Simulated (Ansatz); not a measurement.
Cartesian coordinates in Å:
```
Cl 2.600 1.164 0.268
Si 1.042 -0.080 -0.247
C -0.125 -0.591 1.138
B -1.172 -0.343 -0.003
C -0.511 0.746 -0.918
H 1.619 -1.170 -1.064
H -0.054 0.274 1.813
H -0.089 -1.513 1.709
H -2.058 -1.082 -0.317
H -0.472 1.723 -0.416
H -0.779 0.873 -1.962
```

Total charge 0; spin multiplicity 1.

Problem. List the PBE/def2-TZVPP orbital energies in eV (Ansatz 0.2.0). (An estimate is asked.)

Solution. The calculation gave: Occupied: -2738.94, -1780.63, -268.62, -268.62, -249.52, -190.21, -190.05, -190.05, -177.21, -138.25, -95.04, -94.96, -94.95, -20.58, -18.73, -16.44, -12.62, -11.88, -11.28, -9.88, -9.87, -8.91, -8.46, -8.08, -8.07, -6.97, -6.83. Lowest empty: -2.49, -0.11, 0.35, 0.58, 0.64, 1.12, 1.64, 1.81.
